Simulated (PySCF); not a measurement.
Compound: FH4PSiTe.
Atom-mapped SMILES: `[F:1][Si@H:2]([PH2:3])[TeH:4]` (hydrogens: H5 on Si2; H6, H7 on P3; H8 on Te4)

Method used: PBE0-D3(BJ)/def2-SVP geometry optimisation, gas phase, def2 core potentials past Kr (PySCF).

Entries marked ? are missing. Bonds in one row agree within 0.01 Å.

```tsv
coordinate	value
F1–Si2	1.628 Å
Si2–P3	?
Si2–Te4	?
Si2–H5	1.490 Å
P3–H6, P3–H7	1.429 Å
Te4–H8	1.665 Å
F1–Si2–P3	109.3°
F1–Si2–Te4	?
F1–Si2–H5	106.6°
P3–Si2–Te4	?
P3–Si2–H5	108.3°
Te4–Si2–H5	112.2°
Si2–P3–H6	94.6°
Si2–P3–H7	91.2°
H6–P3–H7	?
Si2–Te4–H8	90.3°
```

Task: Fill in the missing values.

Result: 
- Si2–P3 = 2.253 Å, drawn single (fluorine-bound silicon to three-coordinate phosphorus); 0.07 Å above the sum of covalent radii, 2.18 Å.
- Si2–Te4 = 2.505 Å, drawn single (ends: fluorine-bound silicon; tellurium bonded to Si and H); 0.01 Å above the sum of covalent radii, 2.49 Å.
- F1–Si2–Te4 = 104.9°, at the fluorine-bound silicon; the outer atoms are 3.320 Å apart.
- P3–Si2–Te4 = 115.1°, at the fluorine-bound silicon; the outer atoms are 4.018 Å apart.
- H6–P3–H7 = 94.1°, at the three-coordinate phosphorus; the outer atoms are 2.091 Å apart.

Radii are Cordero's.

No PBE0-D3(BJ)/def2-SVP frequencies stand behind this structure, so it isn't proved a minimum. One conformer, not necessarily the lowest (F1–Si2–P3–H -88° and 178°, F1–Si2–Te4–H 152°).
